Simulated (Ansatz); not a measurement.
The lowest singlet and triplet of C6H6 (SMILES c1ccccc1); geometries from B3LYP-D3(BJ)/def2-TZVP, each state relaxed from the structure named, with no frequency check.
Singlet (charge 0, multiplicity 1):
```xyz
12

C      1.2734     0.5575    -0.0340
C      1.1178    -0.8237    -0.0743
C     -0.1556    -1.3812    -0.0403
C     -1.2734    -0.5575     0.0340
C     -1.1178     0.8237     0.0743
C      0.1556     1.3812     0.0403
H      2.2648     0.9915    -0.0605
H      1.9881    -1.4650    -0.1322
H     -0.2767    -2.4565    -0.0717
H     -2.2648    -0.9915     0.0605
H     -1.9881     1.4650     0.1322
H      0.2767     2.4565     0.0717
```
Triplet (charge 0, multiplicity 3):
```xyz
12

C      1.2792     0.6206    -0.2187
C      1.1378    -0.8388    -0.0199
C     -0.2138    -1.4044    -0.2262
C     -1.2711    -0.6044     0.0494
C     -1.0744     0.7910     0.3079
C      0.2013     1.3928     0.0568
H      2.2270     1.0510    -0.5173
H      1.7017    -1.2577     0.8189
H     -0.3437    -2.4357    -0.5302
H     -2.2826    -0.9915     0.0006
H     -1.9282     1.4197     0.5187
H      0.2722     2.4737     0.0134
```

A positive gap puts the triplet lower; no zero-point energy. R- takes a restricted singlet. The triplet is unrestricted in single-reference levels. Active spaces average the two states.

Cores are frozen in the correlated methods.

Programs: Ansatz (a first-principles code). 

R-PBE/def2-TZVPP gives -367.1 kJ/mol for the gap E(singlet) − E(triplet), adiabatic.

Predict the shift from PBE, with its sign, for: R-r2SCAN/def2-TZVPP, R-PBE0/def2-TZVPP, R-wB97M-V/def2-TZVPP, R-B2PLYP/def2-TZVPP, R-MP2/cc-pVTZ, R-CCSD(T)/cc-pVTZ, SC-NEVPT2 on SA-CASSCF(6,6)/cc-pVTZ, FIC-MRCISD+Q on SA-CASSCF(6,6)/cc-pVTZ.

R-r2SCAN/def2-TZVPP 16.4; R-PBE0/def2-TZVPP 3.2; R-wB97M-V/def2-TZVPP -15.8; R-B2PLYP/def2-TZVPP -20.4; R-MP2/cc-pVTZ -104.0; R-CCSD(T)/cc-pVTZ -12.4; SC-NEVPT2 on SA-CASSCF(6,6)/cc-pVTZ -39.2; FIC-MRCISD+Q on SA-CASSCF(6,6)/cc-pVTZ -9.7 kJ/mol. 2 of 8 lie above PBE; the widest gap is to R-MP2/cc-pVTZ.

Doubts at one or more of the structures used: a restricted determinant that unrestricted orbitals would lower (R-MP2/cc-pVTZ, R-CCSD(T)/cc-pVTZ); a spin-contaminated determinant (R-MP2/cc-pVTZ, R-CCSD(T)/cc-pVTZ).
